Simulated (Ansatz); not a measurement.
Geometry optimisation, RKS BHLYP/def2-SVP (Ansatz).

Input:

```yaml
crystal:
  periodic: [false, false, false]
  atoms:
    - { symbol: B, position_ang: [-0.156058, -0.111421, -0.009749] }
    - { symbol: F, position_ang: [-0.362175, -0.911458, 1.019853] }
    - { symbol: Cl, position_ang: [1.484109, 0.657338, -0.124461] }
    - { symbol: "N", position_ang: [-1.057152, 0.022899, -1.04291] }
    - { symbol: H, position_ang: [-1.960506, -0.417246, -1.024039] }
    - { symbol: H, position_ang: [-0.903191, 0.616602, -1.835873] }
    - { symbol: O, position_ang: [-0.680374, 1.570893, 1.914663] }
    - { symbol: Al, position_ang: [0.918643, 2.215578, 2.02533] }
    - { symbol: H, position_ang: [1.898856, 1.575577, 3.078515] }
    - { symbol: H, position_ang: [1.160294, 3.612139, 1.355047] }
    - { symbol: H, position_ang: [-0.867246, 0.701399, 2.311425] }
basis:
  gaussian: { orbitals: def2-SVP }
hamiltonian:
  xc: { name: BHLYP }
relax:
  f_tol: 0.03
  max_steps: 50
```

Launched with:

```bash
$ ansatz run input.yaml --threads 4 --pin off --max-ram 5120MiB --backend cpu --events-out ev --progress --plain --runs-dir out
```

Problem. Where does it end, and by what steps?

Solution. The forces met the threshold. After 32 steps the energy has fallen by 1.590 eV; Cl3 moved furthest, 1.60 Å. Parted: B1–Cl3 (1.82 → 3.95 Å). Joined: B1–O7 (2.61 → 1.40 Å).

```csv
step,energy less start (eV),largest force component (eV/Å),accepted
0,0.0000,1.119,yes
2,0.0128,1.472,no
4,-0.0579,0.126,yes
6,-0.0654,0.079,yes
8,-0.0709,0.168,yes
10,-0.0770,0.106,yes
12,-0.1161,0.471,yes
14,-0.2562,2.486,yes
16,-0.6099,0.928,yes
18,-1.0138,2.011,yes
20,-1.4098,0.886,yes
22,-1.5264,0.759,yes
24,-1.5651,0.206,yes
26,-1.5796,0.215,yes
28,-1.5879,0.119,yes
30,-1.5893,0.053,yes
32,-1.5897,0.027,yes
```

```xyz
11
Properties=species:S:1:pos:R:3
B -0.962 -0.059 0.578
F -1.515 -1.203 0.940
Cl 2.877 0.877 0.633
N -1.155 0.528 -0.649
H -1.709 0.092 -1.364
H -0.742 1.411 -0.895
O -0.151 0.548 1.547
Al 1.201 1.989 1.360
H 1.278 2.411 2.875
H 0.476 2.866 0.263
H -0.123 0.072 2.380
```

Whether the end is a true minimum wasn't checked by a vibrational analysis.

Time of the run: 72 s on 4 threads of Arm Neoverse V2 (shared host), peak memory 0.28 GiB.
